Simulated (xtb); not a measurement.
C4NiO4, charge -1, doublet, at a GFN2-xTB geometry (such geometries of metal compounds can be far from the true shape) (the multiplicity is a formal guess); GFN2-xTB in xtb.

xtb was given this input:
```
$ xtb mol.xyz --gfn 2 --chrg -1 --uhf 1 --acc 0.1 --json

# file mol.xyz
9

Ni     0.06612918    -0.02978067    -0.08854965
O      2.12960836     0.41053015    -2.12588146
C      1.42481117     0.28796376    -1.21122710
O      0.56721683    -0.51832321     2.79931958
C      0.58416148    -0.64465598     1.63763823
O     -1.64509029    -1.61841372    -1.86220756
C     -0.97832311    -1.12447447    -1.05001896
O     -1.42624351     1.98804833     1.42586565
C     -0.83990758     1.27102106     0.72071123
```

Task: What does xtb print? Leave out banner, timings and long lists.

Result: 
```
   ID    Z sym.   atoms
    1   28 Ni     1
    2    8 O      2, 4, 6, 8
    3    6 C      3, 5, 7, 9

           -------------------------------------------------
          |                Calculation Setup                |
           -------------------------------------------------

           -------------------------------------------------
          |                 G F N 2 - x T B                 |
           -------------------------------------------------

          ...................................................
          :                      SETUP                      :
          :.................................................:
          :  # basis functions                  42          :
          :  # atomic orbitals                  41          :
          :  # shells                           19          :
          :  # electrons                        51          :
          :  max. iterations                   250          :
          :  Hamiltonian                  GFN2-xTB          :
          :  restarted?                      false          :
          :  GBSA solvation                  false          :
          :  PC potential                    false          :
          :  electronic temp.          300.0000000     K    :
          :  accuracy                    0.1000000          :
          :  -> integral cutoff          0.3500000E+02      :
          :  -> integral neglect         0.1000000E-08      :
          :  -> SCF convergence          0.1000000E-06 Eh   :
          :  -> wf. convergence          0.1000000E-04 e    :
          :  Broyden damping             0.4000000          :
          :  net charge                         -1          :
          :  unpaired electrons                  1          :
          ...................................................

 iter      E             dE          RMSdq      gap      omega  full diag
   1    -29.8993529 -0.298994E+02  0.105E+01    0.56       0.0  T
   2    -29.9472285 -0.478756E-01  0.616E+00    0.40       1.0  T
   3    -29.6539895  0.293239E+00  0.537E+00    0.41       1.0  T
   4    -30.0092566 -0.355267E+00  0.151E+00    0.55       1.0  T
   5    -30.0011195  0.813706E-02  0.141E+00    0.50       1.0  T
   6    -30.0146284 -0.135089E-01  0.598E-01    0.57       1.0  T
   7    -30.0182032 -0.357481E-02  0.198E-01    0.56       1.0  T
   8    -30.0184369 -0.233699E-03  0.101E-01    0.57       1.0  T
   9    -30.0184885 -0.516380E-04  0.453E-02    0.57       1.0  T
  10    -30.0184655  0.229960E-04  0.524E-02    0.57       1.0  T
  11    -30.0184935 -0.280288E-04  0.213E-02    0.57       1.6  T
  12    -30.0184952 -0.167539E-05  0.114E-02    0.57       2.9  T
  13    -30.0184960 -0.805894E-06  0.401E-03    0.57       8.3  T
  14    -30.0184960  0.458355E-07  0.351E-03    0.57       9.5  T
  15    -30.0184961 -0.863798E-07  0.103E-03    0.57      32.2  T
  16    -30.0184961 -0.490296E-08  0.942E-04    0.57      35.4  T
  17    -30.0184961 -0.308006E-08  0.250E-04    0.57     133.4  T
  18    -30.0184961 -0.494854E-09  0.446E-05    0.57     747.4  T
  19    -30.0184961  0.424158E-10  0.745E-05    0.57     447.2  T

   *** convergence criteria satisfied after 19 iterations ***

         :::::::::::::::::::::::::::::::::::::::::::::::::::::
         ::                     SUMMARY                     ::
         :::::::::::::::::::::::::::::::::::::::::::::::::::::
         :: total energy             -29.775272705822 Eh    ::
         :: gradient norm              0.001238398682 Eh/a0 ::
         :: HOMO-LUMO gap              0.567293796619 eV    ::
         ::.................................................::
         :: SCC energy               -30.018473501799 Eh    ::
         :: -> isotropic ES            0.120753584201 Eh    ::
         :: -> anisotropic ES          0.011253136419 Eh    ::
         :: -> anisotropic XC          0.005161690943 Eh    ::
         :: -> dispersion             -0.007836437434 Eh    ::
         :: repulsion energy           0.243200795977 Eh    ::
         :: add. restraining           0.000000000000 Eh    ::
         :: total charge              -1.000000000000 e     ::
         :::::::::::::::::::::::::::::::::::::::::::::::::::::

           -------------------------------------------------
          |                Property Printout                |
           -------------------------------------------------

    * Orbital Energies and Occupations

         #    Occupation            Energy/Eh            Energy/eV
      -------------------------------------------------------------
         1        2.0000           -0.6159367             -16.7605
       ...           ...                  ...                  ...
        14        2.0000           -0.4251431             -11.5687
        15        2.0000           -0.4160530             -11.3214
        16        2.0000           -0.4130847             -11.2406
        17        2.0000           -0.3810079             -10.3678
        18        2.0000           -0.3383982              -9.2083
        19        2.0000           -0.3374666              -9.1829
        20        2.0000           -0.3280410              -8.9264
        21        2.0000           -0.2570277              -6.9941
        22        2.0000           -0.2555633              -6.9542
        23        2.0000           -0.2408249              -6.5532
        24        2.0000           -0.2394110              -6.5147
        25        2.0000           -0.2388075              -6.4983
        26        1.0000           -0.1377551              -3.7485 (HOMO)
        27        0.0000           -0.1169075              -3.1812 (LUMO)
        28        0.0000           -0.1151109              -3.1323
        29        0.0000           -0.1127332              -3.0676
        30                         -0.1104974              -3.0068
        31                         -0.1045733              -2.8456
        32                         -0.0905945              -2.4652
        33                         -0.0702483              -1.9116
        34                          0.6057525              16.4834
        35                          0.7144069              19.4400
        36                          0.7819562              21.2781
        37                          0.8543650              23.2485
       ...                                ...                  ...
        41                          1.2959380              35.2643
      -------------------------------------------------------------
                  HL-Gap            0.0208477 Eh            0.5673 eV
             Fermi-level           -0.1578425 Eh           -4.2951 eV

     #   Z          covCN         q      C6AA      α(0)
     1  28 Ni       3.513    -1.203   210.588    29.943
     2   8 O        0.856    -0.244    18.805     5.814
     3   6 C        1.738     0.315    24.220     7.962
     4   8 O        0.856    -0.252    18.938     5.835
     5   6 C        1.721     0.261    25.316     8.143
     6   8 O        0.856    -0.243    18.784     5.811
     7   6 C        1.738     0.312    24.273     7.970
     8   8 O        0.856    -0.255    18.993     5.843
     9   6 C        1.741     0.311    24.291     7.973

 Mol. C6AA /au·bohr⁶  :       2617.736472
 Mol. C8AA /au·bohr⁸  :      98608.269105
 Mol. α(0) /au        :         85.292564

Wiberg/Mayer (AO) data.
largest (>0.10) Wiberg bond orders for each atom

 ---------------------------------------------------------------------------
     #   Z sym  total        # sym  WBO       # sym  WBO       # sym  WBO
 ---------------------------------------------------------------------------
     1  28 Ni   4.808 --     3 C    1.136     7 C    1.119     9 C    1.094
                             5 C    0.935     2 O    0.146     6 O    0.143
                             8 O    0.132     4 O    0.103
     2   8 O    2.436 --     3 C    2.149     1 Ni   0.146
     3   6 C    3.580 --     2 O    2.149     1 Ni   1.136
     4   8 O    2.412 --     5 C    2.163     1 Ni   0.103
     5   6 C    3.443 --     4 O    2.163     1 Ni   0.935     9 C    0.124
     6   8 O    2.437 --     7 C    2.150     1 Ni   0.143
     7   6 C    3.577 --     6 O    2.150     1 Ni   1.119
     8   8 O    2.421 --     9 C    2.125     1 Ni   0.132
     9   6 C    3.601 --     8 O    2.125     1 Ni   1.094     5 C    0.124
 ---------------------------------------------------------------------------

Topologies differ in total number of bonds
Writing topology from bond orders to xtbtopo.mol

molecular dipole:
                 x           y           z       tot (Debye)
 q only:        0.105      -0.154      -0.092
   full:       -0.051       0.012      -0.170       0.452
molecular quadrupole (traceless):
                xx          xy          yy          xz          yz          zz
 q only:        2.244      -0.098       4.394       1.747      -3.282      -6.638
  q+dip:        1.868       0.299       3.326       1.098      -2.209      -5.195
   full:        2.593       0.448       4.653       1.685      -3.259      -7.247

           -------------------------------------------------
          | TOTAL ENERGY              -29.775272705822 Eh   |
          | GRADIENT NORM               0.001238398682 Eh/α |
          | HOMO-LUMO GAP               0.567293796619 eV   |
           -------------------------------------------------

normal termination of xtb
```
